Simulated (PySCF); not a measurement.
ClFH$_{2}$NSi, ClH$_{3}$NOSi (calculated)

All values are calculated (PySCF 2.14.0). Calculation on a computer-drawn molecule: the log of a Hartree-Fock and frozen-core CCSD(T) single point meant for a local Hartree-Fock minimum, with one planted fault or none, to be diagnosed. Offsets are logged minus clean, where the clean run is the same molecule without the fault. The reference is restricted for singlets and unrestricted otherwise, and also for a bond in bohr or an excited solution. Adding or removing an electron swaps singlet and doublet. The excited solution moves the top pair (singlet) or top alpha electron (doublet) to the lowest empty orbital. Highest occupied and lowest empty are orbital energies over both spins, largest force is the largest gradient component, triples share is (T) over the correlation energy, the T1 limit is 0.02 restricted and 0.045 unrestricted, electrons count all cores, a negative frequency is imaginary (commonest isotopes), and the dipole is about the centre of nuclear charge.

Common to all runs: meant charge 1; meant multiplicity 1; meant basis cc-pV(D+d)Z; logged SCF converged yes; logged CC converged yes; logged SCF stable within its kind yes; possible faults no fault, one electron removed, one electron added, multiplicity raised by two, geometry at a saddle point, SCF held on an excited solution, minimal basis STO-3G, one bond length entered in bohr, all coordinates scaled.

(1) 
```xyz
6
formula=ClFH2NSi logged_electrons=48 logged_basis_functions=84 logged_spin_squared=2.0109 logged_highest_occupied=-12.093 logged_lowest_empty=-7.9329 logged_largest_force=0.14588 logged_T1_diagnostic=0.027817 logged_D1_diagnostic=0.13628 logged_triples_share=0.022925 logged_dipole_magnitude=8.9822 logged_energy_HF=-903.14926 logged_energy_CCSD(T)=-903.72693
N     -0.7094     1.2048     0.1304
Si    -1.7057     1.5502     1.3524
F     -3.1108     2.0928     0.9871
Cl    -1.2643     1.3326     3.2281
H      0.2245     0.8476     0.2553
H     -0.9663     1.3283    -0.8373
```

Units: logged_highest_occupied, logged_lowest_empty in eV; logged_largest_force in hartree/bohr; logged_dipole_magnitude in debye; logged_energy_HF, logged_energy_CCSD(T) in hartree.

Drawn bonds:
```
atom  other atom  order
   1           2      1
   2           3      1
   2           4      1
   1           5      1
   1           6      1
```

(2) 
```xyz
7
formula=ClH3NOSi logged_electrons=48 logged_basis_functions=89 logged_spin_squared=2.0115 logged_highest_occupied=-11.143 logged_lowest_empty=-7.3364 logged_largest_force=0.16964 logged_T1_diagnostic=0.040484 logged_D1_diagnostic=0.23247 logged_triples_share=0.024995 logged_dipole_magnitude=9.4101 logged_energy_HF=-879.15719 logged_energy_CCSD(T)=-879.74152
N     -1.5323     0.0605    -0.5733
Si    -0.4719     1.2836    -0.7082
O      0.7679     1.4557     0.2236
Cl    -0.7152     2.6368    -2.0926
H     -2.3287    -0.0392    -1.1812
H     -1.4714    -0.6715     0.1145
H      1.1052     0.9508     0.9552
```

Units: logged_highest_occupied, logged_lowest_empty in eV; logged_largest_force in hartree/bohr; logged_dipole_magnitude in debye; logged_energy_HF, logged_energy_CCSD(T) in hartree.

Drawn bonds:
```
atom  other atom  order
   1           2      1
   2           3      1
   2           4      1
   1           5      1
   1           6      1
   3           7      1
```

(3) 
```xyz
7
formula=ClH3NOSi logged_electrons=49 logged_basis_functions=89 logged_spin_squared=0.7544 logged_highest_occupied=-4.3513 logged_lowest_empty=3.1222 logged_largest_force=0.087865 logged_T1_diagnostic=0.092404 logged_D1_diagnostic=0.64851 logged_triples_share=0.025719 logged_dipole_magnitude=4.3883 logged_energy_HF=-879.4988 logged_energy_CCSD(T)=-880.12453
N     -1.5323     0.0605    -0.5733
Si    -0.4719     1.2836    -0.7082
O      0.7679     1.4557     0.2236
Cl    -0.7152     2.6368    -2.0926
H     -2.3287    -0.0392    -1.1812
H     -1.4714    -0.6715     0.1145
H      1.1052     0.9508     0.9552
```

Units: logged_highest_occupied, logged_lowest_empty in eV; logged_largest_force in hartree/bohr; logged_dipole_magnitude in debye; logged_energy_HF, logged_energy_CCSD(T) in hartree.

Drawn bonds:
```
atom  other atom  order
   1           2      1
   2           3      1
   2           4      1
   1           5      1
   1           6      1
   3           7      1
```

Notes: T1 above single-reference limit.

## Withheld values
1. Which fault was planted in the run of ClFH$_{2}$NSi (entry 1)?
2. ClH$_{3}$NOSi (entry 2): planted fault?
3. ClH$_{3}$NOSi (entry 3): planted fault?

Calculated values
1. multiplicity raised by two
2. multiplicity raised by two
3. one electron added

Further results for ClFH$_{2}$NSi (entry 1):

- HF energy offset from clean run: 128.9 kcal/mol
- CCSD(T) energy offset from clean run: 150.6 kcal/mol

Further results for ClH$_{3}$NOSi (entry 2):

- HF energy offset from clean run: 135.9 kcal/mol
- CCSD(T) energy offset from clean run: 155.1 kcal/mol

Further results for ClH$_{3}$NOSi (entry 3):

- HF energy offset from clean run: -78.42 kcal/mol
- CCSD(T) energy offset from clean run: -85.28 kcal/mol
